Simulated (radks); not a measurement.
Zr III, 38 electrons, occupied as [Kr] 4d2. Calculated with a radial shooting solver on a logarithmic mesh with Libxc functionals: scalar-relativistic Kohn-Sham, BLYP, spin-polarised, spherical densities, finite nucleus; open shells are filled with parallel spins first (spin-orbit coupling, left out, can overturn this in heavy ions); Fermi nuclear charge, rms radius 4.2694 fm.

Unscreened Slater integrals over Kohn-Sham orbitals (eV). They are taken over the spin-up orbitals.

| integral | value |
|---|---|
| F0(4d,4d) | 12.282 |
| F2(4d,4d) | 6.1306 |
| F4(4d,4d) | 3.9754 |
| F0(4d,4p) | 14.336 |
| F2(4d,4p) | 6.7502 |
| G1(4d,4p) | 8.1979 |
| G3(4d,4p) | 4.9603 |
| F0(4d,4s) | 14.822 |
| G2(4d,4s) | 5.6226 |
| F0(4d,3d) | 16.756 |
| F2(4d,3d) | 2.6137 |
| F4(4d,3d) | 1.0765 |
| G0(4d,3d) | 0.83270 |
| G2(4d,3d) | 0.91199 |
| G4(4d,3d) | 0.67961 |
| F0(4p,4p) | 17.943 |
| F2(4p,4p) | 9.4262 |
| F0(4p,4s) | 18.952 |
| G1(4p,4s) | 12.792 |
| F0(4p,3d) | 23.310 |
| F2(4p,3d) | 5.2145 |
| G1(4p,3d) | 1.6806 |
| G3(4p,3d) | 1.6070 |
| F0(4s,4s) | 20.175 |
| F0(4s,3d) | 25.736 |
| G2(4s,3d) | 2.1174 |
| F0(3d,3d) | 54.849 |
| F2(3d,3d) | 26.831 |
| F4(3d,3d) | 17.005 |

Derived for the open shells (J is the average intra-shell exchange parameter used in DFT+U). 4d: Racah B = F2/49 - 5 F4/441 = 0.08004 eV, C = 35 F4/441 = 0.3155 eV, C/B = 3.94, F4/F2 = 0.648, J = (F2 + F4)/14 = 0.7219 eV.
